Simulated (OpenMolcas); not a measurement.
## OpenMolcas run: Mn I

Input:

```
&GATEWAY
Coord
1

Mn 0.0 0.0 0.0
Basis=ANO-RCC-VTZP
Group=XYZ
NoMove
AngMom=0.0 0.0 0.0
AMFI
RX2C
&SEWARD
&RASSCF
FileOrb=start.orb
Symmetry=1
Spin=6
nActEl=7 0 0
Inactive=3 6
Ras2=6 0
CIRoot=6 6 1
SDav=6
CIMx=300
Iter=120 100
PrWF=0.3
OrbListing=Nothing
MaxOrb=0
Atom
>>> COPY $Project.JobIph JOB001
&RASSCF
FileOrb=start.orb
Symmetry=1
Spin=4
nActEl=7 0 0
Inactive=3 6
Ras2=6 0
CIRoot=84 84 1
SDav=84
CIMx=300
Iter=120 100
PrWF=0.3
OrbListing=Nothing
MaxOrb=0
Atom
CIOnly
>>> COPY $Project.JobIph JOB002
&RASSI
NrOfJobIphs=1 6
1 2 3 4 5 6
IphNames
JOB001
EJob
SpinOrbit
DIPRint=1.0
SOCoupling=1000.0
Subsets=2
MEES
Property=10
'ANGMOM' 1 'ANGMOM' 2 'ANGMOM' 3 'MLTPL  1' 1 'MLTPL  1' 2 'MLTPL  1' 3
'AMFI' 1 'AMFI' 2 'AMFI' 3 'MLTPL  2' 6
SOProperty=3
'ANGMOM' 1 'ANGMOM' 2 'ANGMOM' 3
```

Launched by
```bash
OMP_NUM_THREADS=1 MOLCAS_MEM=2252 MOLCAS_PROJECT=a pymolcas a.inp > a.log  # once for each step of the input, in one work folder
```

A driver script runs the steps one by one and writes start.orb anew before each from the orbitals found so far, so a CI-only block uses the converged orbitals of the first block.

Output, cut to the results:

```
--- SEWARD ---
Basis set label: MN.ANO-RCC...6S5P3D2F1G.

      Electronic valence basis set:
      ------------------
      Associated Effective Charge  25.000000 au
      Associated Actual Charge     25.000000 au
      Nuclear Model: Point charge

      Shell  nPrim  nBasis  Cartesian Spherical Contaminant
         s      21       6        X
         p      15       5        X
         d      10       3                 X
         f       6       2                 X
         g       4       1                 X
RX2C
                  Relativistic X2C integrals
                  Atomic mean-field integrals
--- RASSCF ---
Wave function specifications:
      -----------------------------

      Number of closed shell electrons          18
      Number of electrons in active shells       7
      Max number of holes in RAS1 space          0
      Max nr of electrons in RAS3 space          0
      Number of inactive orbitals                9
      Number of active orbitals                  6
      Number of secondary orbitals              44
      Spin quantum number                      2.5
      State symmetry                             1
Orbital specifications:
      -----------------------

      Symmetry species                           1   2
                                                ag  au
      Frozen orbitals                            0   0
      Inactive orbitals                          3   6
      Active orbitals                            6   0
      RAS1 orbitals                              0   0
      RAS2 orbitals                              6   0
      RAS3 orbitals                              0   0
      Secondary orbitals                        21  23
      Deleted orbitals                           0   0
      Number of basis functions                 30  29
      Number of CSFs                             6
      Number of root(s) required                 6
      Iter CI   SX   CI       RASSCF       Energy    max ROT     max BLB   max BLB  Level Ln srch  Step   QN
          iter iter root      energy       change     param      element    value   shift minimum  type update
 Nr of preliminary CI iterations:   1
      Total energies have been shifted. Add                -1000.00 au
        1   1    2    0  -157.25952406    0.00E+00   3.66E-08    5  12 2  3.86E-07   0.07   0.00    SX    NO
        2   1    2    0  -157.25952406   -2.73E-12  -5.10E-08    5  15 2  1.57E-07   0.07   0.00    SX    NO
        3   1    2    0  -157.25952406    2.05E-12   3.62E-08    5  12 2  1.47E-07   0.07   0.00    SX    NO
        4   1    2    0  -157.25952406   -1.14E-12   3.12E-08    5  12 2 -7.91E-08   0.07   0.00    SX    NO
      Convergence after  4 iterations
        5   1    2    0  -157.25952406    2.27E-13   3.12E-08    5  12 2  8.70E-08   0.07   0.00    SX    NO
      Natural orbitals and occupation numbers for root  1
      sym 1:   1.000000   1.000000   1.000000   1.000000   1.000000   2.000000
      Natural orbitals and occupation numbers for root  2
      sym 1:   2.000000   1.000000   1.000000   1.000000   1.000000   1.000000
      Natural orbitals and occupation numbers for root  3
      sym 1:   1.000000   2.000000   1.000000   1.000000   1.000000   1.000000
::    RASSCF root number  1 Total energy:  -1157.30493219
::    RASSCF root number  2 Total energy:  -1157.25044243
::    RASSCF root number  3 Total energy:  -1157.25044243
::    RASSCF root number  4 Total energy:  -1157.25044243
::    RASSCF root number  5 Total energy:  -1157.25044243
::    RASSCF root number  6 Total energy:  -1157.25044243
--- RASSCF ---
Wave function specifications:
      -----------------------------

      Number of closed shell electrons          18
      Number of electrons in active shells       7
      Max number of holes in RAS1 space          0
      Max nr of electrons in RAS3 space          0
      Number of inactive orbitals                9
      Number of active orbitals                  6
      Number of secondary orbitals              44
      Spin quantum number                      1.5
      State symmetry                             1
Orbital specifications:
      -----------------------

      Symmetry species                           1   2
                                                ag  au
      Frozen orbitals                            0   0
      Inactive orbitals                          3   6
      Active orbitals                            6   0
...
--- RASSI ---
SPIN-FREE ENERGIES:
  (Shifted by EMIN (a.u.) =      -1157.3049321853)

 SF State       Relative EMIN(au)   Rel lowest level(eV)    D:o, cm**(-1)      L_eff

     1             0.0000000000        0.0000000000              0.0000         0.0
     2             0.0544897557        1.4827417889          11959.1190         2.0
     3             0.0544897557        1.4827417889          11959.1190         2.0
     4             0.0544897557        1.4827417889          11959.1190         2.0
     5             0.0544897557        1.4827417889          11959.1190         2.0
     6             0.0544897557        1.4827417889          11959.1190         2.0
     Dipole printing threshold changed to   1.00000000E+00
Eigenvalues of complex Hamiltonian:
   -----------------------------------
  (Shifted by EMIN (a.u.) =      -1157.3049321853)

 SO State       Relative EMIN(au)   Rel lowest level(eV)    D:o, cm**(-1)     J-value

     1             0.0000000000        0.0000000000              0.0000         1.2
     2             0.0000000000        0.0000000000              0.0000         2.1
     3             0.0000000000        0.0000000000              0.0000         2.5
     4             0.0000000000        0.0000000000              0.0000         2.5
     5             0.0000000000        0.0000000000              0.0000         2.1
     6             0.0000000000        0.0000000000              0.0000         1.2
     7             0.0532073689        1.4478462671          11677.6677         4.3
     8             0.0532073689        1.4478462671          11677.6677         3.5
     9             0.0532073689        1.4478462671          11677.6677         4.1
    10             0.0532073689        1.4478462671          11677.6677         2.8
    11             0.0532073689        1.4478462671          11677.6677         3.3
    12             0.0532073689        1.4478462671          11677.6677         3.3
...
```

The J values that RASSI prints are effective ones from its own formula and need not be integers or half-integers; the table below assigns J from the states.

Levels above the lowest, from the spin-orbit matrix, grouped by J:

```
Configuration  Term    J  E (cm-1)  Measured (cm-1)      g  Term weight %
      3d5 4s2    6S  5/2       0.0              0.0  2.002            100
       3d6 4s    6D  9/2     11678            17052  1.557            100
       3d6 4s    6D  7/2     11931            17282  1.589            100
       3d6 4s    6D  5/2     12128            17452  1.659            100
       3d6 4s    6D  3/2     12269            17568  1.869            100
       3d6 4s    6D  1/2     12353            17637  3.339            100
```

Against the 5 measured excited levels shown (NIST Handbook of Basic Atomic Spectroscopic Data) the mean absolute deviation is 5300 cm-1; the largest miss in energy is 3d6 4s 6D 9/2: computed 11678, measured 17052 cm-1 (-31.5 %).

Some high roots are left out of the spin-orbit mixing, which shifts the levels that they would mix with. Without dynamic correlation excited terms often stand tens of per cent too high (terms of higher spin than the ground term too low), and those without a measured partner can miss by more than the paired ones. A single d shell beside an s shell can misplace configurations of different d count against each other. Computed and measured levels are paired by configuration, term and J; levels that our copy of the source lacks, or whose pairing is in doubt (as where it misses far off the trend of its configuration), stay unpaired and out of the deviations. Only configurations of the active space appear. The first state left out of the spin-orbit step lies near 21000 cm-1 above the lowest spin-free state of the reference (among the parities and spins computed), and the list stops at four fifths of that energy or lower.

The RASSCF and RASSI steps took 23 s on 1 thread of Arm Neoverse V1, with other jobs on the host; the integral step is not counted.

The term weight is that of the spin-free term in the level, not the purity of its configuration.
